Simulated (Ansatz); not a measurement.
A short molecular-dynamics run on CH$_{4}$BInO, SMILES `[InH2][CH]1BO1`.

```yaml
crystal:
  periodic: [false, false, false]
  atoms:
    - {symbol: In, position_ang: [-1.261975, -0.438854, 0.927115]}
    - {symbol: C, position_ang: [0.293212, 0.623736, -0.097815]}
    - {symbol: B, position_ang: [1.399954, -0.016305, -0.908367]}
    - {symbol: O, position_ang: [0.377981, 0.429853, -1.622537]}
    - {symbol: H, position_ang: [-2.022525, -1.755648, 0.120852]}
    - {symbol: H, position_ang: [-1.656913, 0.039280, 2.535672]}
    - {symbol: H, position_ang: [0.435785, 1.675212, 0.154945]}
    - {symbol: H, position_ang: [2.434502, -0.557285, -1.109855]}
basis:
  gaussian: {orbitals: def2-SVP}
hamiltonian: {xc: {name: BLYP}, dispersion: d4}
md: {timestep: 1 fs, n_steps: 30, ensemble: nvt_langevin, temperature: 700, initial_velocities: maxwell_boltzmann, friction: 0.01, seed: 307}
```

```sh
$ ansatz run in.yaml --threads 2 --pin off --events-out ev --progress --plain --max-ram 32768MiB --backend cpu
```

```csv
step,time (fs),potential energy (eV),kinetic (eV),T (K),conserved (eV)
0,0.0,-8992.4236,0.6334,612,–
1,1.0,-8992.3662,0.6395,618,–
2,2.0,-8992.2418,0.5217,505,–
3,3.0,-8992.1063,0.3478,336,–
4,4.0,-8992.0063,0.2902,281,–
5,5.0,-8991.9635,0.2164,209,–
6,6.0,-8991.9855,0.2629,254,–
7,7.0,-8992.0343,0.2800,271,–
8,8.0,-8992.0628,0.3818,369,–
9,9.0,-8992.0459,0.3631,351,–
10,10.0,-8992.0190,0.3857,373,–
11,11.0,-8992.0261,0.4303,416,–
12,12.0,-8992.0697,0.4876,472,–
13,13.0,-8992.1198,0.5183,501,–
14,14.0,-8992.1313,0.5668,548,–
15,15.0,-8992.0925,0.4876,471,–
16,16.0,-8992.0440,0.4973,481,–
17,17.0,-8992.0196,0.4848,469,–
18,18.0,-8992.0302,0.4869,471,–
19,19.0,-8992.0705,0.6109,591,–
20,20.0,-8992.0916,0.5957,576,–
21,21.0,-8992.0454,0.5906,571,–
22,22.0,-8991.9404,0.4776,462,–
23,23.0,-8991.8767,0.3398,329,–
24,24.0,-8991.9357,0.3902,377,–
25,25.0,-8992.0822,0.5617,543,–
26,26.0,-8992.1895,0.6415,620,–
27,27.0,-8992.1975,0.6616,640,–
28,28.0,-8992.1416,0.6105,590,–
29,29.0,-8992.0844,0.5480,530,–
30,30.0,-8992.0733,0.5925,573,–
```

Velocities are drawn at the set temperature; a run this short doesn't reach equilibrium.

Frames (Å, forces in eV/Å):

```xyz
8
time=0.0 fs
In   -1.262   -0.439    0.927   -0.194   -0.100    0.155
C     0.293    0.624   -0.098   -0.117    0.078    0.525
B     1.400   -0.016   -0.908    0.428   -0.227   -0.020
O     0.378    0.430   -1.623   -0.295    0.045   -0.963
H    -2.023   -1.756    0.121   -0.142   -0.251   -0.157
H    -1.657    0.039    2.536   -0.084    0.078    0.318
H     0.436    1.675    0.155    0.055    0.559    0.195
H     2.435   -0.557   -1.110    0.349   -0.183   -0.053
8
time=1.0 fs
In   -1.263   -0.438    0.927    0.077   -0.039   -0.102
C     0.291    0.626   -0.105   -0.068   -0.281    0.847
B     1.406   -0.017   -0.913    1.257   -0.671    0.075
O     0.378    0.429   -1.614   -0.341    0.287   -1.221
H    -1.997   -1.742    0.130   -0.303   -0.497   -0.313
H    -1.637    0.030    2.507   -0.181    0.208    0.714
H     0.427    1.656    0.222    0.132    0.692   -0.090
H     2.481   -0.579   -1.121   -0.573    0.301    0.090
8
time=2.0 fs
In   -1.264   -0.437    0.927    0.315    0.025   -0.310
C     0.288    0.628   -0.112    0.075   -0.328    1.248
B     1.413   -0.019   -0.919    1.684   -0.918    0.191
O     0.378    0.429   -1.607   -0.307    0.481   -1.436
H    -1.971   -1.734    0.139   -0.449   -0.729   -0.459
H    -1.619    0.023    2.486   -0.258    0.321    1.049
H     0.422    1.644    0.287    0.160    0.504   -0.466
H     2.523   -0.599   -1.135   -1.219    0.644    0.184
8
time=3.0 fs
In   -1.265   -0.436    0.926    0.472    0.079   -0.409
C     0.285    0.630   -0.119    0.266   -0.127    1.718
B     1.422   -0.019   -0.924    1.732   -0.990    0.309
O     0.376    0.430   -1.601   -0.206    0.609   -1.600
H    -1.949   -1.730    0.145   -0.558   -0.903   -0.565
H    -1.605    0.017    2.477   -0.298    0.387    1.235
H     0.418    1.639    0.346    0.152    0.106   -0.911
H     2.552   -0.615   -1.145   -1.561    0.839    0.224
8
time=4.0 fs
In   -1.266   -0.435    0.926    0.516    0.078   -0.376
C     0.282    0.630   -0.125    0.444    0.100    2.183
B     1.432   -0.020   -0.931    1.517   -0.937    0.455
O     0.375    0.431   -1.595   -0.098    0.697   -1.747
H    -1.936   -1.734    0.149   -0.605   -0.963   -0.597
H    -1.596    0.009    2.482   -0.291    0.389    1.213
H     0.409    1.637    0.397    0.154   -0.270   -1.343
H     2.563   -0.625   -1.152   -1.635    0.907    0.212
8
time=5.0 fs
In   -1.267   -0.434    0.926    0.464    0.010   -0.239
C     0.281    0.630   -0.131    0.560    0.176    2.515
B     1.442   -0.021   -0.937    1.117   -0.783    0.589
O     0.374    0.432   -1.591    0.019    0.737   -1.861
H    -1.928   -1.748    0.153   -0.588   -0.895   -0.546
H    -1.587    0.003    2.501   -0.251    0.336    1.010
H     0.394    1.632    0.433    0.197   -0.456   -1.641
H     2.559   -0.630   -1.158   -1.518    0.877    0.173
8
time=6.0 fs
In   -1.267   -0.433    0.925    0.337   -0.141   -0.054
C     0.282    0.628   -0.134    0.638    0.184    2.667
B     1.451   -0.023   -0.943    0.496   -0.487    0.719
O     0.374    0.434   -1.587    0.147    0.722   -1.914
H    -1.927   -1.772    0.155   -0.507   -0.702   -0.421
H    -1.576   -0.003    2.530   -0.196    0.250    0.697
H     0.380    1.629    0.451    0.250   -0.531   -1.788
H     2.542   -0.626   -1.163   -1.166    0.706    0.094
8
time=7.0 fs
In   -1.266   -0.433    0.924    0.168   -0.337    0.169
C     0.283    0.625   -0.136    0.710    0.128    2.629
B     1.460   -0.025   -0.949   -0.370   -0.054    0.882
O     0.375    0.437   -1.584    0.251    0.684   -1.915
H    -1.932   -1.801    0.156   -0.397   -0.448   -0.266
H    -1.565   -0.008    2.565   -0.138    0.152    0.329
H     0.368    1.624    0.454    0.302   -0.498   -1.793
H     2.513   -0.614   -1.167   -0.526    0.372   -0.035
8
time=8.0 fs
In   -1.266   -0.432    0.923   -0.023   -0.562    0.396
C     0.283    0.623   -0.135    0.795   -0.123    2.378
B     1.469   -0.026   -0.956   -1.458    0.491    1.093
O     0.377    0.440   -1.581    0.339    0.637   -1.888
H    -1.944   -1.834    0.158   -0.263   -0.156   -0.098
H    -1.554   -0.010    2.605   -0.084    0.056   -0.044
H     0.360    1.613    0.443    0.350   -0.250   -1.624
H     2.478   -0.602   -1.174    0.344   -0.093   -0.212
8
time=9.0 fs
In   -1.266   -0.431    0.922   -0.230   -0.813    0.589
C     0.284    0.622   -0.131    0.888   -0.574    1.882
B     1.477   -0.028   -0.961   -2.637    1.116    1.312
O     0.379    0.443   -1.579    0.432    0.555   -1.792
H    -1.964   -1.871    0.159   -0.108    0.160    0.069
H    -1.543   -0.014    2.645   -0.044   -0.026   -0.370
H     0.352    1.602    0.418    0.400    0.209   -1.276
H     2.445   -0.593   -1.184    1.298   -0.627   -0.415
8
time=10.0 fs
In   -1.265   -0.432    0.921   -0.413   -1.035    0.754
C     0.286    0.620   -0.124    0.949   -1.110    1.217
B     1.481   -0.029   -0.965   -3.318    1.496    1.428
O     0.381    0.445   -1.577    0.463    0.453   -1.640
H    -1.988   -1.908    0.161    0.039    0.441    0.202
H    -1.532   -0.020    2.681   -0.019   -0.084   -0.620
H     0.346    1.595    0.379    0.436    0.791   -0.804
H     2.425   -0.589   -1.203    1.862   -0.953   -0.536
8
time=11.0 fs
In   -1.264   -0.432    0.920   -0.557   -1.203    0.888
C     0.290    0.618   -0.115    0.978   -1.432    0.623
B     1.483   -0.030   -0.969   -3.274    1.495    1.376
O     0.384    0.448   -1.577    0.441    0.325   -1.481
H    -2.015   -1.942    0.170    0.172    0.675    0.291
H    -1.520   -0.028    2.711   -0.007   -0.118   -0.794
H     0.345    1.601    0.333    0.440    1.183   -0.396
H     2.422   -0.593   -1.228    1.808   -0.924   -0.506
8
time=12.0 fs
In   -1.263   -0.432    0.918   -0.662   -1.325    0.982
C     0.295    0.617   -0.107    0.979   -1.302    0.243
B     1.483   -0.029   -0.971   -2.681    1.196    1.155
O     0.386    0.451   -1.579    0.390    0.157   -1.360
H    -2.044   -1.973    0.183    0.286    0.857    0.339
H    -1.505   -0.039    2.731   -0.006   -0.129   -0.889
H     0.344    1.622    0.280    0.410    1.159   -0.140
H     2.432   -0.603   -1.256    1.283   -0.614   -0.330
8
time=13.0 fs
In   -1.262   -0.433    0.918   -0.719   -1.396    1.040
C     0.301    0.614   -0.099    0.941   -0.686    0.078
B     1.479   -0.027   -0.973   -1.663    0.655    0.842
O     0.390    0.455   -1.580    0.256    0.000   -1.349
H    -2.067   -1.997    0.200    0.370    0.982    0.354
H    -1.487   -0.052    2.742   -0.016   -0.123   -0.921
H     0.348    1.652    0.224    0.348    0.704    0.007
H     2.452   -0.618   -1.284    0.483   -0.136   -0.050
8
time=14.0 fs
In   -1.261   -0.435    0.918   -0.726   -1.405    1.072
C     0.308    0.613   -0.090    0.880    0.166   -0.026
B     1.474   -0.025   -0.974   -0.598    0.105    0.497
O     0.394    0.461   -1.582    0.097   -0.159   -1.387
H    -2.084   -2.010    0.222    0.421    1.047    0.338
H    -1.466   -0.065    2.745   -0.034   -0.107   -0.905
H     0.360    1.687    0.168    0.262    0.030    0.163
H     2.477   -0.632   -1.313   -0.303    0.324    0.250
8
time=15.0 fs
In   -1.261   -0.436    0.918   -0.691   -1.377    1.064
C     0.315    0.613   -0.082    0.824    0.899   -0.192
B     1.469   -0.023   -0.974    0.226   -0.296    0.175
O     0.397    0.467   -1.584   -0.011   -0.330   -1.410
H    -2.098   -2.016    0.249    0.448    1.069    0.296
H    -1.443   -0.079    2.738   -0.057   -0.080   -0.833
H     0.375    1.718    0.112    0.172   -0.544    0.393
H     2.503   -0.641   -1.340   -0.910    0.659    0.506
8
time=16.0 fs
In   -1.260   -0.437    0.919   -0.603   -1.290    1.009
C     0.323    0.615   -0.074    0.764    1.490   -0.383
B     1.464   -0.021   -0.975    0.745   -0.508   -0.058
O     0.400    0.473   -1.587   -0.081   -0.492   -1.415
H    -2.105   -2.007    0.279    0.438    1.023    0.226
H    -1.422   -0.092    2.723   -0.083   -0.040   -0.698
H     0.392    1.746    0.061    0.087   -1.013    0.647
H     2.523   -0.641   -1.361   -1.267    0.831    0.672
8
time=17.0 fs
In   -1.260   -0.439    0.920   -0.452   -1.132    0.904
C     0.332    0.618   -0.065    0.702    1.894   -0.599
B     1.461   -0.019   -0.975    0.969   -0.559   -0.213
O     0.402    0.479   -1.592   -0.106   -0.641   -1.372
H    -2.106   -1.984    0.309    0.382    0.897    0.126
H    -1.401   -0.108    2.702   -0.109    0.014   -0.497
H     0.413    1.768    0.016    0.001   -1.331    0.907
H     2.531   -0.635   -1.372   -1.386    0.859    0.744
8
time=18.0 fs
In   -1.259   -0.440    0.920   -0.249   -0.923    0.751
C     0.342    0.623   -0.057    0.645    1.983   -0.818
B     1.458   -0.018   -0.976    0.912   -0.478   -0.296
O     0.403    0.484   -1.598   -0.085   -0.765   -1.287
H    -2.103   -1.954    0.336    0.289    0.710    0.003
H    -1.379   -0.126    2.676   -0.135    0.080   -0.236
H     0.441    1.777   -0.023   -0.085   -1.373    1.152
H     2.525   -0.621   -1.374   -1.292    0.766    0.730
8
time=19.0 fs
In   -1.259   -0.442    0.921    0.018   -0.643    0.559
C     0.354    0.630   -0.050    0.538    1.665   -0.994
B     1.457   -0.018   -0.977    0.545   -0.234   -0.302
O     0.404    0.487   -1.603   -0.015   -0.868   -1.167
H    -2.101   -1.920    0.366    0.152    0.454   -0.148
H    -1.358   -0.146    2.649   -0.156    0.156    0.082
H     0.471    1.770   -0.053   -0.137   -1.059    1.352
H     2.507   -0.598   -1.368   -0.945    0.529    0.619
8
time=20.0 fs
In   -1.258   -0.444    0.921    0.345   -0.286    0.327
C     0.367    0.639   -0.044    0.384    0.995   -1.116
B     1.457   -0.018   -0.978   -0.116    0.168   -0.172
O     0.406    0.489   -1.610    0.064   -0.931   -1.031
H    -2.095   -1.883    0.397   -0.038    0.119   -0.328
H    -1.337   -0.167    2.621   -0.170    0.239    0.456
H     0.502    1.754   -0.073   -0.146   -0.447    1.473
H     2.481   -0.570   -1.351   -0.323    0.144    0.392
8
time=21.0 fs
In   -1.258   -0.446    0.921    0.727    0.158    0.118
C     0.378    0.649   -0.038    0.189    0.053   -1.195
B     1.456   -0.018   -0.979   -1.022    0.673    0.064
O     0.407    0.491   -1.617    0.144   -0.940   -0.857
H    -2.087   -1.844    0.424   -0.295   -0.309   -0.536
H    -1.317   -0.189    2.597   -0.172    0.318    0.828
H     0.528    1.734   -0.080   -0.095    0.388    1.492
H     2.452   -0.545   -1.328    0.525   -0.341    0.085
8
time=22.0 fs
In   -1.258   -0.448    0.923    1.108    0.622    0.009
C     0.389    0.659   -0.032   -0.059   -1.015   -1.226
B     1.456   -0.015   -0.979   -1.951    1.155    0.323
O     0.408    0.491   -1.625    0.198   -0.869   -0.651
H    -2.083   -1.807    0.444   -0.568   -0.736   -0.732
H    -1.294   -0.213    2.585   -0.160    0.368    1.082
H     0.550    1.717   -0.074    0.003    1.309    1.416
H     2.424   -0.525   -1.304    1.430   -0.834   -0.221
8
time=23.0 fs
In   -1.258   -0.450    0.924    1.389    0.977    0.029
C     0.399    0.668   -0.028   -0.249   -1.515   -1.219
B     1.453   -0.010   -0.979   -2.434    1.379    0.483
O     0.409    0.491   -1.633    0.181   -0.723   -0.478
H    -2.085   -1.780    0.454   -0.773   -1.032   -0.864
H    -1.270   -0.229    2.585   -0.141    0.376    1.147
H     0.573    1.714   -0.055    0.039    1.671    1.301
H     2.408   -0.515   -1.281    1.989   -1.135   -0.399
8
time=24.0 fs
In   -1.258   -0.452    0.925    1.521    1.146    0.194
C     0.406    0.674   -0.025   -0.350   -1.300   -1.161
B     1.448   -0.004   -0.977   -2.147    1.193    0.421
O     0.409    0.491   -1.641    0.123   -0.539   -0.331
H    -2.095   -1.764    0.454   -0.858   -1.123   -0.906
H    -1.245   -0.240    2.600   -0.126    0.344    0.986
H     0.596    1.725   -0.024   -0.026    1.348    1.158
H     2.411   -0.515   -1.261    1.863   -1.069   -0.362
8
time=25.0 fs
In   -1.258   -0.453    0.926    1.506    1.122    0.448
C     0.412    0.679   -0.021   -0.393   -0.573   -0.996
B     1.441    0.002   -0.972   -1.041    0.585    0.139
O     0.410    0.491   -1.648    0.033   -0.337   -0.213
H    -2.116   -1.756    0.446   -0.815   -1.008   -0.857
H    -1.218   -0.245    2.627   -0.121    0.280    0.657
H     0.617    1.748    0.018   -0.174    0.543    0.954
H     2.435   -0.525   -1.245    1.006   -0.613   -0.131
8
time=26.0 fs
In   -1.257   -0.454    0.928    1.360    0.927    0.677
C     0.417    0.681   -0.019   -0.421    0.372   -0.698
B     1.432    0.008   -0.964    0.371   -0.180   -0.200
O     0.412    0.491   -1.654   -0.070   -0.135   -0.129
H    -2.143   -1.756    0.427   -0.651   -0.731   -0.733
H    -1.192   -0.246    2.659   -0.132    0.207    0.284
H     0.637    1.777    0.068   -0.358   -0.435    0.670
H     2.473   -0.543   -1.230   -0.098   -0.024    0.129
8
time=27.0 fs
In   -1.256   -0.454    0.929    1.124    0.629    0.830
C     0.422    0.683   -0.017   -0.508    1.079   -0.318
B     1.423    0.014   -0.954    1.540   -0.818   -0.471
O     0.413    0.491   -1.659   -0.151    0.047   -0.060
H    -2.177   -1.764    0.400   -0.400   -0.354   -0.551
H    -1.170   -0.241    2.692   -0.154    0.132   -0.064
H     0.651    1.801    0.123   -0.493   -1.151    0.344
H     2.511   -0.564   -1.210   -0.958    0.436    0.291
8
time=28.0 fs
In   -1.255   -0.455    0.930    0.885    0.347    0.933
C     0.426    0.686   -0.015   -0.660    1.497    0.076
B     1.415    0.017   -0.943    2.296   -1.221   -0.666
O     0.416    0.490   -1.665   -0.179    0.191    0.030
H    -2.214   -1.773    0.371   -0.141    0.002   -0.361
H    -1.148   -0.234    2.725   -0.181    0.060   -0.373
H     0.658    1.815    0.180   -0.561   -1.575    0.016
H     2.539   -0.579   -1.185   -1.458    0.698    0.346
8
time=29.0 fs
In   -1.254   -0.457    0.932    0.680    0.133    0.989
C     0.430    0.690   -0.015   -0.840    1.588    0.405
B     1.410    0.019   -0.934    2.689   -1.420   -0.755
O     0.420    0.489   -1.671   -0.182    0.313    0.128
H    -2.253   -1.779    0.342    0.080    0.281   -0.194
H    -1.130   -0.227    2.757   -0.203   -0.001   -0.619
H     0.658    1.818    0.235   -0.557   -1.694   -0.274
H     2.553   -0.586   -1.155   -1.667    0.800    0.320
8
time=30.0 fs
In   -1.252   -0.458    0.934    0.510   -0.014    1.003
C     0.432    0.697   -0.013   -0.966    1.271    0.560
B     1.406    0.020   -0.927    2.667   -1.402   -0.715
O     0.424    0.488   -1.678   -0.146    0.416    0.255
H    -2.292   -1.779    0.316    0.263    0.484   -0.054
H    -1.117   -0.222    2.785   -0.219   -0.052   -0.804
H     0.652    1.805    0.287   -0.491   -1.472   -0.486
H     2.548   -0.586   -1.122   -1.618    0.768    0.242
```

It took 35 s on 2 threads of an AMD EPYC 7R13 on a shared host, with 0.49 GiB of host memory at the peak.
